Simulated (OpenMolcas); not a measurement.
## F⁺: Slater's ratio, worked from levels

```json
{
 "Program": "OpenMolcas",
 "Basis": "ANO-RCC-VDZP [3s2p1d]",
 "Scalar Hamiltonian": "DKH2, point nucleus",
 "Active space": "6 electrons in 4 orbitals (2s 2p)",
 "State averaging": "2S+1 = 3 even, 3 roots; 2S+1 = 1 even, 6 roots; 2S+1 = 3 odd, 3 roots; 2S+1 = 1 odd, 3 roots",
 "Spin-orbit coupling": "RASSI with atomic mean-field integrals over the reference wave functions, term energies averaged over their components"
}
```

Methods: CASSCF; SS-CASPT2, IPEA 0.25 Eh, imaginary shift 0.1 Eh (closed shells correlated: 1s). Measured levels: NIST Handbook of Basic Atomic Spectroscopic Data.

**Slater's ratio.** With one set of orbitals, p4 has ¹D - ³P = 6 F2 and ¹S - ¹D = 9 F2 (F2 = F²/25), a ratio of 3/2. Term energies are centres of gravity, weighted by 2J + 1.

```csv
Source,¹D - ³P,¹S - ³P,F2 from the first,Ratio
CASSCF,22582,42183,3764,0.868
SS-CASPT2,21960,45744,3660,1.083
measured,20705,44750,3451,1.161
```

Energies in cm-1. A ratio away from 3/2 shows effects beyond one configuration with one set of orbitals, and in heavier atoms second-order spin-orbit shifts. In CASSCF the valence s occupation is 1.93 in ¹S against 2.00 in ¹D: mixing out of s² acts most on ¹S and pulls it down.

Term energies are means over components that CASPT2 splits; among the terms shown or strongly mixed into the levels shown the widest spread is 66 cm-1 (2s² 2p⁴ ¹D, SS-CASPT2). Without dynamic correlation excited terms often stand tens of per cent too high (terms of higher spin than the ground term too low), and those without a measured partner can miss by more than the paired ones (holds for CASSCF). Computed and measured levels are paired by configuration, term and J; levels that our copy of the source lacks, or whose pairing is in doubt (as where it misses far off the trend of its configuration), stay unpaired and out of the deviations. Only configurations of the active space appear.
